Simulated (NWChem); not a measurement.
Species: CH4AlO cation; SMILES [CH3][Al+][OH]

```xyz
7

Al     0.0017    -0.0897     0.0005
C     -0.0010     1.8133    -0.0003
H     -0.9680     2.1785     0.3813
H      0.1496     2.1807    -1.0279
H      0.8115     2.1850     0.6441
O     -0.0022    -1.7003    -0.0011
H      0.0091    -2.6564     0.0066
```
Atoms are numbered in this order, from 1.

Program: NWChem. All runs use the structure optimised with PBE0/def2-SVP. Level PBE/def2-SVP: energy and gradient on several grids; changes count from the extra-fine grid, which is no exact limit either.

```
grid     size of the energy change (μHa)  largest change of a gradient component (μHa/bohr)  time, medium = 1 (rough)
-------  -------------------------------  -------------------------------------------------  ------------------------
xcoarse                              800                                               1000                   about 1
coarse                                10                                                500                   about 1
medium                              < 10                                                100                   about 1
fine                                < 10                                               < 30                   about 1
xfine                               < 10                                               < 30                         2
```
